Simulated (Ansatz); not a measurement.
`F[SiH2]C[TeH]` + `O[SiH2]N[SiH3]` → `F[SiH2]N[SiH3]` + `O[SiH2]C[TeH]`  (redistribution)

Program: Ansatz. Geometries: PBE0-D4/def2-TZVP. ΔE: electronic, gas phase. CCSD(T)/CBS adds triple-zeta CCSD(T) − MP2 to the extrapolated MP2 energy (def2 sets, frozen cores). This one scheme is used for every species. def2 core potentials past Kr. For Te outer-core shells are correlated without core-valence functions, which leaves a few kJ/mol of doubt a bond. One conformer a species, not always the lowest.

| level | ΔE (kJ/mol) |
| --- | --- |
| MP2/def2-TZVPP | -9.8 |
| MP2/def2-QZVPP | -10.0 |

Q: What does CCSD(T)/CBS give? (Best estimate.)

A: Ansatz gave: -9.6 kJ/mol. The listed levels differ from it by -0.2, -0.4 kJ/mol.

Largest T1 diagnostic among the species: 0.011.

In def2-TZVPP, CCSD(T) changes the Hartree–Fock value by −4.3 kJ/mol (the triples alone add −0.9 kJ/mol) and MP2 by −4.9 kJ/mol.
